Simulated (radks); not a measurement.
Results of a calculation; reference values are marked as such.
Spherical quantum dot in the effective-mass picture: electrons in a hard-walled sphere of radius 2.31, all in effective atomic units (hartree* = m*/eps^2 hartree, bohr* = eps/m* bohr), one dielectric constant everywhere. Level of theory: non-relativistic Kohn-Sham, r2SCAN, spin-polarised, spherical densities, generalised Kohn-Sham scheme (a radial shooting solver with Libxc functionals). Levels are named by radial order and angular momentum (1s, 1p, 1d, 2s, ...), and open shells are averaged over m.

N = 16, configuration 1s2 1p6 1d(up 5, down 3). This is the lowest configuration that the search found. Occupied and some empty levels:

level,occupation,eigenvalue (hartree*),<r> (bohr*)
1s up,1,10.020,1.417
1s down,1,10.073,1.411
1p up,3,10.657,1.522
1p down,3,10.720,1.519
1d up,5,11.660,1.598
1d down,3,11.733,1.597
1f up,0,12.977,1.658
1f down,0,13.058,1.657
2s up,0,13.104,1.063
2s down,0,13.146,1.067
2p up,0,14.878,1.220
2p down,0,14.930,1.220

Energy (hartree*): total 105.898, kinetic 40.803, external 0, Hartree 75.534, exchange-correlation -10.439.

Electron density:

r (bohr*),n(r) (e/bohr*^3)
0.0632,0.06282
0.178,0.06908
0.293,0.08210
0.408,0.1034
0.524,0.1347
0.639,0.1779
0.754,0.2341
0.869,0.3025
0.984,0.3804
1.10,0.4618
1.21,0.5368
1.33,0.5939
1.44,0.6207
1.56,0.6056
1.68,0.5427
1.79,0.4359
1.91,0.3024
2.02,0.1684
2.13,0.06297
2.25,0.007236
